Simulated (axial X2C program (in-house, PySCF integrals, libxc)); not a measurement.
LiCo: from Re and ωe to a spectrum

A bond curve at the PBE0 level, two-component, was computed with an axial X2C code built on PySCF integrals (basis Co dyall-cv3z [9s10p6d3f2g], Li dyall-cv3z [7s8p2d] (cores contracted in-house)) for the state Ω = 3 (⟨Sz⟩ = 1.00, ⟨Lz⟩ = 2.00 at PBE0). Its fit gives Re = 2.3548 Å, ωe = 365.9 cm⁻¹, ωexe = 2.18 cm⁻¹ and αe = 4.384e-03 cm⁻¹; the masses are 58.9332 and 7.0160 u. Two-component means X2C with spin–orbit coupling and atomic mean-field Coulomb and Gaunt terms.

**Question.** Find the reduced mass, Be and the force constant.

**Answer.** From the PBE0 values: μ = 6.2696 u. Be = 16.8576/(μ Re²) = 0.4849 cm⁻¹. k = 5.8918×10⁻⁷ μ ωe² = 0.495 mdyn/Å.

**Question.** A Morse curve ties αe to the other constants (Pekeris). How well does that hold?

**Answer.** αe(Morse) = 6Be²/ωe × (√(ωexe/Be) − 1) = 4.319e-03 cm⁻¹; the PBE0 curve gives 4.384e-03 cm⁻¹, a ratio of 0.99.

**Question.** The dipole moment p changes by 1.41 D/Å at Re. What harmonic infrared intensity follows?

**Answer.** I = 42.256 × (dp/dR)²/μ = 13 km/mol.

**Question.** Where do the fundamental and the first overtone lie?

**Answer.** ν(1←0) = ωe − 2ωexe = 361.5 cm⁻¹; ν(2←0) = 2ωe − 6ωexe = 718.7 cm⁻¹.

**Question.** Estimate the centrifugal constant by the Kratzer relation.

**Answer.** D = 4Be³/ωe² = 3.41e-06 cm⁻¹.

Occupations by symmetry block were frozen at the best pattern of an incomplete PBE0 search. Density functionals use the spin component along the axis (collinear). Other states lie close and PBE0, whose exact exchange favours high spin, may order them wrongly; the determinant shown need not be the ground state. The nearest other spin-free determinant of the search, M_S = 1, Λ = 3, lies 0.21 eV up at the distance of the search. The functionals have no current-density term, which raises determinants with orbital currents, atoms included. With several unpaired electrons one determinant need not be a pure state. A state of lower Ω lies just above, and one determinant can place such states too high, so the state shown need not be the lowest. The search has Ω = 1 only 0.11 eV up.
